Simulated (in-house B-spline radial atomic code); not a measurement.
Ionising the sulfur ion S⁺ with different functionals

Computed with a B-spline radial code for spherical atoms: scalar-relativistic (spin-free X2C) Hamiltonian, Fermi nucleus of rms radius 3.2611 fm, spin-polarised at highest spin, spherical fractional occupations for the functionals, the average over the highest-spin determinants for Hartree-Fock. The ionisation energy is the difference of two self-consistent energies, [Ne] 3s2 3p3 → [Ne] 3s2 3p2, without Breit or QED terms; ε is the level of the shell that loses the electron (its least bound occupied spin orbital).

Hybrids are left out here: with spherical fractional occupations of an open shell their exact exchange keeps a self-interaction that integer-occupation calculations don't have.

```tsv
method	rung	ΔSCF (eV)	-ε(3p) (eV)
Hartree-Fock	Hartree-Fock	22.87	23.45
LDA VWN5	LDA	23.34	17.88
LDA PW92	LDA	23.33	17.87
LDA exchange-only	LDA	22.33	16.94
PBE	GGA	23.37	17.91
PBEsol	GGA	23.31	17.85
BLYP	GGA	23.06	17.57
RPBE	GGA	23.37	17.91
PW91	GGA	?	?
BP86	GGA	23.39	17.92
AM05	GGA	23.27	17.81
OLYP	GGA	23.31	17.81
TPSS	meta-GGA	?	?
SCAN	meta-GGA	23.85	18.46
r2SCAN	meta-GGA	23.84	18.46
revTPSS	meta-GGA	23.51	18.08
```

Problem. What does PW91 give?

Solution. ΔSCF 23.42 eV, and -ε(3p) = 17.96 eV.

Problem. What does TPSS give?

Solution. ΔSCF 23.54 eV, and -ε(3p) = 18.10 eV.

Problem. How do they compare with the NIST value?

Solution. NIST lists 23.338 eV (measured, ground level to ground level). Errors run from -1.01 to +0.51 eV; LDA VWN5 is closest (-0.00 eV), but part of that can be cancellation, since the calculations leave out spin-orbit coupling, Breit-QED terms, multiplet and fine-structure energies. Hartree-Fock also lacks correlation.
